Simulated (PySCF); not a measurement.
## Polarisability and C₆ of Mn+ (manganese, charge +1)

[Ar] 3d5 4s1, high-spin 7S determinant. All numbers are calculated (PySCF 2.14, the spin-free X2C one-electron Hamiltonian (Gaussian nucleus), in aug-cc-pwCVTZ-DK with one added diffuse shell each of s, p, d, f, g type (11s10p8d5f4g, 152 functions)). Coupled (time-dependent) response in atomic units; α is the mean over directions.

```json
{"method": "PBE", "mean α (bohr³)": "27.57", "C₆ (like pair)": "144.2", "S(−4)": "591.4"}
```

S(−4) is the Cauchy moment in α(ω) = α(0) + S(−4) ω² + …

α(iu) at PBE:

| u (hartree) | α(iu) (bohr³) |
| --- | --- |
| 0 | 27.57 |
| 0.0500 | 26.18 |
| 0.100 | 22.85 |
| 0.200 | 15.71 |
| 0.300 | 10.96 |
| 0.500 | 6.358 |
| 0.750 | 4.053 |
| 1.00 | 2.946 |
| 1.50 | 1.861 |
| 2.00 | 1.319 |
| 3.00 | 0.7787 |
| 5.00 | 0.3696 |

A single London oscillator, α(iu) = α/(1 + u²/ω²), gives C₆ = (3/4) ω α². Matching the computed C₆ needs ω = 4 × 144.2 / (3 × 27.57²) = 0.253 hartree.

For an ion, C₆ is the dispersion term alone; charge-induced terms of lower order in 1/R come first.
